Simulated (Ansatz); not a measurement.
```yaml
crystal:
  periodic: [false, false, false]
  atoms:
    - {symbol: Mg, position_ang: [-1.041215, -1.034961, -3.497916]}
    - {symbol: S, position_ang: [-1.437151, -1.430439, -1.157984]}
    - {symbol: Mg, position_ang: [-1.136088, -1.133001, 1.252093]}
    - {symbol: S, position_ang: [-1.355685, -1.354124, 3.709036]}
    - {symbol: S, position_ang: [-1.357476, 1.358685, -3.706885]}
    - {symbol: Mg, position_ang: [-1.134485, 1.137264, -1.250177]}
    - {symbol: S, position_ang: [-1.429623, 1.435823, 1.160655]}
    - {symbol: Mg, position_ang: [-1.031256, 1.038435, 3.499841]}
    - {symbol: S, position_ang: [1.351194, -1.359589, -3.708465]}
    - {symbol: Mg, position_ang: [1.131784, -1.137039, -1.251752]}
    - {symbol: S, position_ang: [1.431692, -1.435737, 1.158103]}
    - {symbol: Mg, position_ang: [1.037797, -1.038083, 3.497985]}
    - {symbol: Mg, position_ang: [1.035229, 1.034166, -3.499913]}
    - {symbol: S, position_ang: [1.434352, 1.430942, -1.160781]}
    - {symbol: Mg, position_ang: [1.138269, 1.133217, 1.249833]}
    - {symbol: S, position_ang: [1.362662, 1.354464, 3.706317]}
basis:
  gaussian: {orbitals: def2-TZVP}
magnetization: {spin_polarized: true, initial_magnetization: 2}
hamiltonian: {xc: pbe0, dispersion: d4}
scf: {omitted_lower_state_checks: [starts]}
output: {orbitals: {seedname: orbitals}}
```

```sh
$ ansatz run in.yaml --threads 4 --pin off --events-out ev --progress --plain --max-ram 6963MiB
```

**Question.** Does this run fit into the memory that it is given?

**Answer.** No. It has 552 basis functions, and Ansatz plans for 13 GiB where 7 GiB are given.
